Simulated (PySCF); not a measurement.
## Energy of Au(2+) (gold, charge +2) between two integer charges

The 5d beta orbital of [Xe] 4f14 5d9 is emptied in steps (occupation f), with all orbitals relaxed, ending at [Xe] 4f14 5d8. Computed with PySCF 2.14 in aug-cc-pVDZ-PP with ECP60MDF (5s5p4d2f, 54 functions), with a scalar-relativistic core potential. The exact energy is a straight line in f; departures are measured from the line between the end points of the same method.

```tsv
f	PBE0 (eV)	r2SCAN (eV)	LC-wPBE (eV)
1	0.000	0.000	0.000
0.8	-0.697	-0.927	-0.229
0.6	-1.048	-1.391	-0.345
0.4	-1.050	-1.392	-0.345
0.2	-0.701	-0.928	-0.230
0	0.000	0.000	0.000
```

```
 method  E(f=0) − E(f=1) (eV)  −ε at f=1 (eV)  −ε at f=0.4 (eV)
   PBE0                32.700          28.362            33.567
 r2SCAN                32.513          26.730            33.673
LC-wPBE                32.623          31.204            32.910
```

Orbital energy along the path (eV):

```tsv
f	PBE0	r2SCAN	LC-wPBE
1	-28.362	-26.730	-31.204
0.8	-30.077	-29.032	-31.758
0.6	-31.815	-31.351	-32.330
0.4	-33.567	-33.673	-32.910
0.2	-35.323	-35.993	-33.486
0	-37.085	-38.303	-34.062
```

Reference removal energy between the ground levels: 30 ± 1.6 eV (theoretical estimate listed by NIST; NIST Atomic Spectra Database, ionization energies). The calculation has no spin-orbit coupling. The determinant left behind need not be the lowest term of the ion.
